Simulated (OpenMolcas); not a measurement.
Co3+ with its 6 nearest fluoride ions at 1.957 Å, on the Zn site of KZnF3 (a = 4.054 Å, distance in the model lattice 2.027 Å). The rest of the host is ab initio model potentials to 7.6 Å, with orthogonalisation functions on the cations behind the ligands, and point charges beyond; the distance is set by hand and nothing relaxes, and no local charge compensation is placed. Ligand basis ANO-RCC-VDZP.

| Quantity | Value |
| --- | --- |
| Program | OpenMolcas 26.06 |
| Method | SS-CASPT2, IPEA 0.25 Eh, imaginary shift 0.1 Eh (closed shells correlated: 3s 3p and the ligand valence shells) |
| Basis | ANO-RCC-VTZP [6s5p3d2f1g] |
| Scalar Hamiltonian | DKH2, point nucleus |
| Active space | 6 electrons in 5 orbitals (3d) |
| State averaging | 2S+1 = 5 even, 5 roots; 2S+1 = 3 even, 45 roots; 2S+1 = 1 even, 50 roots |
| Spin-orbit coupling | RASSI with atomic mean-field integrals over the reference wave functions |

**Question.** What is the spin-free ground state (labels of O, the rotations of Oh)?

**Answer.** 5T2, 3-fold in its orbital part; it has the highest spin that d6 allows.

**Question.** Where is the first state of the same spin?

**Answer.** 5E at 12300 cm-1 above the ground state.

**Question.** What are the lowest two levels with spin-orbit coupling?

**Answer.** A 3-fold level T2, then a 2-fold level E 260 cm-1 above it. Their leading multiplicities are 5 (100 %) and 5 (99 %).

**Question.** What is χT at 300 K, and how does it compare with the textbook value?

**Answer.** The lowest level has 2S+1 = 5, for which the spin-only value is χT = S(S+1) / 2 = 3.000 cm3 K/mol (g = 2). The computed 4.149 at 300 K differs by +1.149, through orbital momentum, spin-orbit coupling and any other state in reach. With a threefold ground state the orbital momentum is unquenched, so the spin-only value is not expected to hold.

Roots that are degenerate in the reference are averaged as groups; the widest CASPT2 spread within a group is 1700 cm-1 (the 3-fold group of multiplicity 1 near 27100 cm-1 above the lowest state of its run). Shifts and gaps below about the spread of the groups concerned are not significant. Over all roots computed the reference weight is 0.68 to 0.74; the roots of lowest weight are the least certain, and an intruder state may touch them. An orbital triplet at a regular site is open to Jahn-Teller coupling, which can distort the site and quench the lowest spin-orbit gaps and is left out. This shell can be high or low spin here, a state of another spin lies low, and with metal d orbitals alone active their balance is uncertain, so the ground spin may be wrong. A single d shell leaves out the double-shell effect, which counts most for late 3d ions, where the CASPT2 field can be off either way by tens of per cent. Ligand-to-metal charge-transfer states are missing. These CASPT2 states fit no ligand-field parameters well, so their order and spin gaps are uncertain. With no ligand orbital active B as a rule stays too high, so bands that hang on it stand too high and its fall with covalency is understated. With one d shell and no ligand orbital active, 10Dq can be off by a tenth or more. No measured value stands beside these numbers; the geometry was set by hand and not optimised.
